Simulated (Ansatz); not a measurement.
Geometry optimisation, Ansatz 0.2.0, UHF/def2-SVP.

Input:

```yaml
crystal:
  periodic: [false, false, false]
  atoms:
    - { symbol: W, position_ang: [0.0, 0.0, 0.0] }
    - { symbol: F, position_ang: [0.0, 0.0, 2.1] }
    - { symbol: H, position_ang: [1.72, 0.0, 0.0] }
    - { symbol: H, position_ang: [0.0, 1.72, 0.0] }
    - { symbol: H, position_ang: [-1.72, 0.0, 0.0] }
    - { symbol: Cl, position_ang: [0.0, -2.39, 0.0] }
    - { symbol: F, position_ang: [0.0, 0.0, -1.85] }
    - { symbol: Si, position_ang: [0.0, 0.0, 3.99] }
    - { symbol: H, position_ang: [-0.7436, -1.1581, 4.4774] }
    - { symbol: H, position_ang: [1.3747, -0.0649, 4.4774] }
    - { symbol: H, position_ang: [-0.6311, 1.223, 4.4774] }
magnetization:
  spin_polarized: true
  initial_magnetization: 1
basis:
  gaussian: { orbitals: def2-SVP }
hamiltonian:
  xc: hf
relax:
  f_tol: 0.15
  max_steps: 25
  restrain:
    - { distance: [1, 7], at: 1.59, k: 30.0 }
    - { distance: [0, 1], at: 3.05, k: 30.0 }
```

Command:

```bash
$ ansatz run input.yaml --threads 4 --pin off --max-ram 5120MiB --backend cpu --events-out ev --progress --plain --runs-dir out
```

Q: Where does it end, and by what steps?

A: The forces met the threshold. The restraints hold the end off the free minimum; the threshold counts their pulls, which the force column leaves out. Restrained pairs: F2–Si8 (1.89 → 1.61 Å), W1–F2 (2.10 → 3.05 Å). After 7 steps the energy has fallen by 2.768 eV (the restraints' own energy left out); W1 moved furthest, 0.60 Å.

| step | energy less start (eV) | largest force component (eV/Å) | accepted |
| --- | --- | --- | --- |
| 0 | 0.0000 | 5.264 | yes |
| 1 | -1.0026 | 3.444 | yes |
| 2 | -1.4192 | 5.798 | yes |
| 3 | -2.2415 | 2.096 | yes |
| 4 | -2.6689 | 1.612 | yes |
| 5 | -2.7325 | 0.566 | yes |
| 6 | -2.7547 | 0.505 | yes |
| 7 | -2.7681 | 0.622 | yes |

```xyz
11
Properties=species:S:1:pos:R:3
W 0.000 -0.160 -0.578
F -0.006 -0.011 2.468
H 1.476 0.318 0.067
H 0.000 1.292 0.248
H -1.476 0.318 0.066
Cl 0.005 -2.360 0.165
F 0.000 -0.021 -2.425
Si -0.001 -0.015 4.075
H -0.760 -1.189 4.536
H 1.400 -0.079 4.525
H -0.638 1.235 4.526
```

Run time: 43 s on 4 threads of Arm Neoverse V1 (shared host), peak memory 0.43 GiB.
